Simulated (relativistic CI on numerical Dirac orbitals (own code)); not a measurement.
**Sensitivity of the levels of Re⁵³⁺ to α and to the nuclear radius**

These numbers are calculated, not measured: Dirac-Coulomb-Breit CI, separate exchange-only KLI orbitals for each configuration, derivatives by finite differences, unscaled Slater integrals, QED left out (own radial code, finite nucleus).

CI space (outside the closed core [Ne] 3s2): 3p6 3d4, 3p5 3d5, 3p4 3d6, 3p6 3d3 4p, 3p6 3d2 4s2, 3p6 3d2 4s 4p. Levels of other configurations are missing.

With x = (α/α₀)² − 1 an excitation energy changes as ω = ω₀ + qx; K = 2q/ω₀ is the relative enhancement. Terms are leading LS components, so labels can repeat. The field-shift factor is F = δν/δ⟨r²⟩ for the transition from the lowest level.

Lowest level 3p6 3d4 3P_0.

| Level | ω₀ (cm⁻¹) | q (cm⁻¹) | K | F (GHz/fm²) |
| --- | --- | --- | --- | --- |
| 3p6 3d4 5D_1 | 552084 | 633400 | 2.29 | 16.1 |
| 3p6 3d4 3F_4 | 653121 | 618900 | 1.9 | 16.6 |
| 3p6 3d4 5D_2 | 679982 | 651700 | 1.92 | 17.3 |
| 3p6 3d4 3F_3 | 709172 | 643900 | 1.82 | 17.3 |
| 3p6 3d4 5D_0 | 1177694 | 1.265e+06 | 2.15 | 32.6 |
| 3p6 3d4 5D_2 | 1181305 | 1.243e+06 | 2.1 | 32.1 |
| 3p6 3d4 3H_4 | 1201263 | 1.256e+06 | 2.09 | 32.7 |
| 3p6 3d4 5D_3 | 1219813 | 1.262e+06 | 2.07 | 32.8 |
| 3p6 3d4 3H_5 | 1249695 | 1.242e+06 | 1.99 | 32.8 |
| 3p6 3d4 1I_6 | 1273239 | 1.235e+06 | 1.94 | 32.9 |
| 3p6 3d4 3D_1 | 1294566 | 1.274e+06 | 1.97 | 33.5 |
| 3p6 3d4 3F_3 | 1321005 | 1.245e+06 | 1.89 | 33.2 |
| 3p6 3d4 3G_4 | 1324271 | 1.252e+06 | 1.89 | 33.4 |

At this charge energies of transitions that change n are usually good to better than 1 %, and those within a shell (Δn = 0) to a few per cent.
